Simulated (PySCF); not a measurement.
The vertical singlet excitations below were computed for one of the candidates. Computed, not measured: PySCF 2.14.0, density-fitted response routines, TDDFT wB97X-D/def2-SVPD, vertical, gas phase, core orbitals frozen in the response. Geometries: PBE0-D3(BJ)/def2-SVP, one conformer each. Relativistic effects are left out although some hold elements past zinc.

| state | E (eV) | f |
| --- | --- | --- |
| S1 | 6.60 | 0.028 |
| S2 | 6.85 | 0.208 |
| S3 | 7.16 | 0.019 |
| S4 | 7.37 | 0.0039 |
| S5 | 7.59 | 0.0009 |
| S6 | 7.76 | 0.0051 |
| S7 | 7.80 | 0.0087 |
| S8 | 7.95 | 0.017 |
| S9 | 7.98 | 0.0049 |
| S10 | 8.09 | 0.124 |

Orbital energies (eV): HOMO-3 -10.93, HOMO-2 -10.39, HOMO-1 -9.86, HOMO -8.57, LUMO 2.01, LUMO+1 2.23, LUMO+2 2.41.

Question: Which candidate is it? All have the formula C6H12Ge.
A. `CC(C)CC#[C][GeH3]`
B. `C1[CH2][GeH2][C@H]1C1CC1`
C. `CCC1=C[CH2][GeH2][CH2]1`

Answer: C. Its S1 lies at 6.60 eV; the nearest of the others has S1 at 6.90 eV. S1 is HOMO→LUMO (82%), HOMO→LUMO+3 (9%). Löwdin shares by element: HOMO carbon 77% or more (atoms not listed hold the other 23%); LUMO germanium 34%, carbon 14% or more, hydrogen 6% or more (atoms not listed hold the other 46%). At the same level the other candidates give, for their lowest levels:
- `[CH2]1C[C@H](C2CC2)[GeH2]1`: 6.90 eV (f 0.035); 7.12 eV (f 0.046); 7.43 eV (f 0.029); 7.67 eV (f 0.067); 7.79 eV (f 0.041); T1 6.27 eV; HOMO -9.22, LUMO 1.92 eV
- `CC(C)CC#[C][GeH3]`: 6.03 eV (f 0.000); 6.28 eV (f 0.001); 6.30 eV (f 0.001); 7.24 eV (f 0.000); 7.30 eV (f 0.006); HOMO -9.37, LUMO 1.80 eV
Triplets come from the Tamm–Dancoff approximation.

Without π bonds the low states are Rydberg-like; a valence basis with one diffuse set may place them up to an eV too high.
